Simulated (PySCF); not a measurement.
A survey of ¹⁷O NMR shifts

Level of theory: structure optimised with GFN2-xTB, shieldings: GIAO PBE0/pcSseg-1, in PySCF (gas phase, non-relativistic, one averaged value for each set of equivalent atoms, one computed conformer).

Shieldings were converted by a linear fit to measured shifts: ¹⁷O (scatter 10.7 ppm rms, 12.2 ppm with the 3 outliers that the fit left out vs liquid water, solution or neat liquid). Occasional misses reach two or three times the rms, and more in compound classes unlike the fitted ones.

Order these by ¹⁷O shift, lowest first.
A. C#CC#C[Si@@H](C=O)[SiH2]N
B. CC[SiH2]C#C[SiH2]NC(C)=O
C. C[Si]1(C)C[C@@H](F)CO1
D. N#CC[C@@H]1C[SiH2][SiH2]CCO1
E. C[C@@H]([SiH3])[C@@](C)(F)C=O

Results:

C (-2.5 ppm, oxygen bonded to C, Si, in a 5-membered ring), D (42.5 ppm, ether oxygen), B (371.1 ppm, amide-type carbonyl oxygen), E (558.1 ppm, aldehyde oxygen), A (810.1 ppm, carbonyl oxygen).

In solution the two oxygens of a carboxylic acid give one averaged line by proton exchange, and hydrogen bonding shields acid and N–H amide carbonyl oxygens by tens of ppm; neither is in these numbers.
